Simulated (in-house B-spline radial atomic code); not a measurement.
Configurations of Mn2+, with energies counted from [Ar] 3d5. All numbers are computed (scalar-relativistic (X2C) B97-1, spin-polarised, spherical fractional occupations; Fermi nucleus of rms radius 3.7057 fm) with an all-electron radial atomic-structure program (B-spline basis), not measured. Caution: exact exchange at fractional occupations of open shells leaves self-interaction of up to several eV. Shells without spins written out take the highest spin.

Occupations are held fixed; configurations that lie above the ionisation limit could autoionise.

| configuration | E - E(ref) (eV) | highest orbital | its <r> (bohr) |
| --- | --- | --- | --- |
| [Ar] 3d4 4s1 | 9.7451 | 4s up | 2.468 |
| [Ar] 3d(4 up, 0 down) 4p(1 up, 0 down) | 16.361 | 4p up | 2.926 |
| [Ar] 3d(2 up, 2 down) 4s(0 up, 1 down) | 17.923 | 4s down | 2.483 |
| [Ne] 3s2 3p5 3d5 4s1 | 52.639 | 4s up | 2.448 |
| [Ne] 3s2 3p5 3d5 4d1 | 66.901 | 4d up | 4.184 |
| [Ne] 3s2 3p5 3d5 4f1 | 71.255 | 4f up | 5.944 |

Q: Order these further configurations by energy, lowest first.
A. [Ar] 3d(4 up, 1 down)
B. [Ne] 3s2 3p(3 up, 2 down) 3d(0 up, 5 down) 4s(1 up, 0 down)
C. [Ar] 3d(3 up, 2 down)
D. [Ar] 3d(4 up, 0 down) 4d(1 up, 0 down)
E. [Ne] 3s2 3p5 3d5 4p1

A: A (7.0878 eV), C (10.713 eV), D (23.844 eV), E (59.336 eV), B (60.713 eV).

Q: How far above the reference does [Ar] 3d4 4f1 lie?

A: 28.123 eV; its least bound orbital is 4f up with <r> = 5.955 bohr.

Q: How far above the reference does [Ne] 3s2 3p5 3d6 lie?

A: 51.208 eV; its least bound orbital is 3d down with <r> = 1.256 bohr.
